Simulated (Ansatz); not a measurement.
The cluster Tl₆, 6 atoms. Hardware: 4 threads of Arm Neoverse V1 on a shared host.

In the def2 sets Tl takes a core potential; there is no spin–orbit coupling. Correlated methods freeze 24 core orbitals; core or outer-core shells of Tl are correlated, in sets that lack core-valence functions.

How many basis functions does each of these Ansatz runs have, and roughly what does it cost? MP2/def2-TZVP, charge 0 singlet, energy, from earlier orbitals; PBE-D4/def2-SVP, charge 0 singlet, relaxation, 12 steps; PBE0-D4/def2-TZVP, charge 0 singlet, energy, from earlier orbitals; B3LYP-D4/def2-TZVP, charge 0 singlet, energy, from earlier orbitals; r2SCAN-D4/def2-TZVP, charge 0 singlet, energy, from earlier orbitals; PBE-D4/def2-SVP, charge 0 singlet, energy, from earlier orbitals; HSE06-D4/def2-TZVP, charge 0 singlet, energy, from earlier orbitals; r2SCAN0-D4/def2-TZVP, charge 0 singlet, energy, from earlier orbitals; CCSD(T)/def2-SVP, charge 0 singlet, energy, from earlier orbitals; PBE0-D4/def2-SVP, charge 0 singlet, energy, from earlier orbitals; PBE-D4/def2-TZVP, charge 0 singlet, energy and forces, from earlier orbitals.

Other jobs shared the machine, so times can vary by a factor of up to 3. A dash marks memory too small to be measured apart from the calling script's.

```tsv
run	functions	fitting or Cholesky vectors	wall time	peak host memory (GiB)
PBE-D4/def2-SVP, charge 0 singlet, energy, from earlier orbitals	156	1752	3 s	–
PBE0-D4/def2-SVP, charge 0 singlet, energy, from earlier orbitals	156	2118	6.5 s	0.62
PBE-D4/def2-TZVP, charge 0 singlet, energy and forces, from earlier orbitals	300	2334	8.5 s	0.66
r2SCAN-D4/def2-TZVP, charge 0 singlet, energy, from earlier orbitals	300	2334	16 s	0.71
HSE06-D4/def2-TZVP, charge 0 singlet, energy, from earlier orbitals	300	2754	16 s	1.7
B3LYP-D4/def2-TZVP, charge 0 singlet, energy, from earlier orbitals	300	2676	17 s	1.5
PBE0-D4/def2-TZVP, charge 0 singlet, energy, from earlier orbitals	300	2754	18 s	1.6
r2SCAN0-D4/def2-TZVP, charge 0 singlet, energy, from earlier orbitals	300	2754	27 s	1.6
MP2/def2-TZVP, charge 0 singlet, energy, from earlier orbitals	300	2904	31 s	1.6
PBE-D4/def2-SVP, charge 0 singlet, relaxation, 12 steps	156	1752	35 s	–
CCSD(T)/def2-SVP, charge 0 singlet, energy, from earlier orbitals	156	2118	3.3 min	2.1
```
